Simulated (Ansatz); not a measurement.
`CB(C)N[SiH3]` + H₂ → `CBC` + `N[SiH3]` at 400 K and 1 bar (hydrogenolysis of a B–N bond).

Program: Ansatz. Geometries: PBE0-D4/def2-TZVP. ΔE: electronic, gas phase. CCSD(T)/CBS is the MP2 limit (def2-TZVPP, def2-QZVPP) plus CCSD(T) − MP2 in def2-TZVPP, frozen cores. This one scheme is used for every species. Each species was taken in one conformer, which may not be the lowest.

```
       species  CCSD(T)/CBS energy (Eh)  H − E (kJ/mol)  S (J/(mol·K))
`CB(C)N[SiH3]`               -450.78486           354.3          416.9
            H₂                 -1.17544            38.0          139.0
         `CBC`               -105.11307           246.9          312.0
     `N[SiH3]`               -346.80422           153.0          285.3
```

H − E and S are ideal-gas, rigid-rotor, harmonic terms from PBE0-D4/def2-TZVP, for one conformer and one mirror image of each species. The MP2-based limit puts H₂ 0.8 mEh under its directly extrapolated value; such offsets cancel only in part. 1 Eh = 2625.50 kJ/mol, R = 8.31446 J/(mol·K).

Problem. By hand: ΔE, ΔH, ΔS and ΔG.

Solution. ΔE = (-105.11307) + (-346.80422) − (-450.78486) − (-1.17544) = 0.04301 Eh = 112.9 kJ/mol. Δ(H − E) = 246.9 + 153.0 − 354.3 − 38.0 = 7.6, so ΔH = 120.5 kJ/mol. ΔS = 312.0 + 285.3 − 416.9 − 139.0 = 41.4 J/(mol·K). ΔG = 120.5 − 400 × (41.4)/1000 = 103.9 kJ/mol.

Problem. By hand: the equilibrium constant, and the temperature at which ΔG would vanish if ΔH and ΔS stayed fixed.

Solution. log₁₀ K = −ΔG/(RT ln 10) = -13.6. ΔG = 0 at ΔH/ΔS = 2911 K, far beyond where these terms or the molecules hold.

ΔH outweighs TΔS. A doubt of 5 kJ/mol in ΔE shifts log₁₀ K by 0.7 here. Other conformers and mirror images would add mixing entropy, several J/(mol·K) or more a flexible species. Modes under 60 cm⁻¹, often nearly free rotors, make the harmonic entropy too high. These are equilibria of isolated gas molecules and say nothing of rates. Largest T1 diagnostic: 0.011 (customary marks: 0.02 for closed shells, 0.045 for open ones).
